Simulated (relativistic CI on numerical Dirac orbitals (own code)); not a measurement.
**Inner-shell lines of Pt61+**

These numbers are calculated, not measured: Dirac-Coulomb-Breit CI, KLI orbitals optimised for each configuration, model QED, unscaled Slater integrals (own radial code, finite nucleus).

CI space (outside the closed core 2s2 2p6): 1s²3s²3p⁵, 1s3s²3p⁶, 1s3s²3p⁵4p, 1s3s3p⁶4p, 1s²3s3p⁶. Levels of other configurations are missing.

The table holds the strongest lines. The upper levels have an inner-shell vacancy. Auger decay, open to those above the ionisation limit, is not computed, and radiative decays to configurations outside the model are missing too. Absolute energies can be off by a few tenths of a per cent, so close lines can change order. LS names give the leading component, which can be well under half, for lower levels too. Brackets number the levels in order of energy.

```tsv
λ (Å)	Upper	Lower	A (s⁻¹)	gA (s⁻¹)
0.16297	1s3s²3p⁶ ²S1/2 [4]	1s²3s²3p⁵ ²P°1/2 [2]	4.54e+15	9.08e+15
0.16201	1s3s²3p⁶ ²S1/2 [4]	1s²3s²3p⁵ ²P°3/2 [1]	9.05e+15	1.81e+16
0.156083	1s3s3p⁶4p ⁴P°3/2 [23]	1s²3s3p⁶ ²S1/2 [3]	1.06e+15	4.24e+15
0.156075	1s3s²3p⁵4p ²D5/2 [5]	1s²3s²3p⁵ ²P°3/2 [1]	1.06e+15	6.36e+15
0.156074	1s3s²3p⁵4p ⁴P3/2 [6]	1s²3s²3p⁵ ²P°3/2 [1]	5.37e+14	2.15e+15
0.156053	1s3s²3p⁵4p ²P1/2 [7]	1s²3s²3p⁵ ²P°3/2 [1]	1.14e+15	2.28e+15
0.156047	1s3s²3p⁵4p ²D3/2 [8]	1s²3s²3p⁵ ²P°3/2 [1]	4.70e+14	1.88e+15
0.15603	1s3s²3p⁵4p ²D3/2 [16]	1s²3s²3p⁵ ²P°1/2 [2]	1.06e+15	4.23e+15
0.155983	1s3s²3p⁵4p ⁴P1/2 [18]	1s²3s²3p⁵ ²P°1/2 [2]	9.74e+14	1.95e+15
0.155721	1s3s3p⁶4p ²P°3/2 [27]	1s²3s3p⁶ ²S1/2 [3]	1.46e+15	5.84e+15
0.155719	1s3s²3p⁵4p ²P3/2 [10]	1s²3s²3p⁵ ²P°3/2 [1]	1.07e+15	4.30e+15
0.155715	1s3s3p⁶4p ²P°1/2 [28]	1s²3s3p⁶ ²S1/2 [3]	2.32e+15	4.65e+15
0.155711	1s3s²3p⁵4p ⁴P5/2 [11]	1s²3s²3p⁵ ²P°3/2 [1]	9.33e+14	5.60e+15
0.155706	1s3s²3p⁵4p ²P1/2 [12]	1s²3s²3p⁵ ²P°3/2 [1]	1.71e+15	3.42e+15
0.155695	1s3s²3p⁵4p ²D5/2 [13]	1s²3s²3p⁵ ²P°3/2 [1]	1.37e+15	8.23e+15
0.155686	1s3s²3p⁵4p ²P3/2 [14]	1s²3s²3p⁵ ²P°3/2 [1]	1.29e+15	5.14e+15
0.155669	1s3s²3p⁵4p ⁴P3/2 [20]	1s²3s²3p⁵ ²P°1/2 [2]	8.14e+14	3.25e+15
0.155665	1s3s²3p⁵4p ²P1/2 [21]	1s²3s²3p⁵ ²P°1/2 [2]	2.32e+15	4.64e+15
0.155652	1s3s3p⁶4p ²P°3/2 [29]	1s²3s3p⁶ ²S1/2 [3]	8.73e+14	3.49e+15
0.155647	1s3s²3p⁵4p ²D3/2 [22]	1s²3s²3p⁵ ²P°1/2 [2]	1.50e+15	5.99e+15
```
